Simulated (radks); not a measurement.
These are the eigenvalues of the occupied orbitals of an atom or ion with whole-number occupations (eV). Method: scalar-relativistic Kohn-Sham, PBE, spin-polarised, spherical densities, finite nucleus; Fermi nuclear charge, rms radius of each element as measured or else 0.836 A^(1/3) + 0.57 fm; computed with a radial shooting solver on a logarithmic mesh with Libxc functionals.

orbital  eigenvalue
1s up     -10460.25
1s down   -10460.25
2s up     -1499.203
2s down   -1494.692
2p up     -1335.117
2p down   -1331.743
3s up     -360.5313
3s down   -353.1777
3p up     -309.7046
3p down   -302.3714
3d up     -228.1053

Which element is it, and in what charge state? The configuration may be excited. Open shells, if any, are filled with parallel spins first.

Answer. Z = 31, gallium, charge +9: Ga9+ in [Ar] 3d4. The list shows which subshells hold electrons but not how many an open one holds; the 1s level, -384.41 hartree, gives Z - s = 27.7 by -(Z - s)^2/2, which with screening and relativity narrows Z to a few neighbours, and the depths of the outer levels then fix element, charge and occupations together.
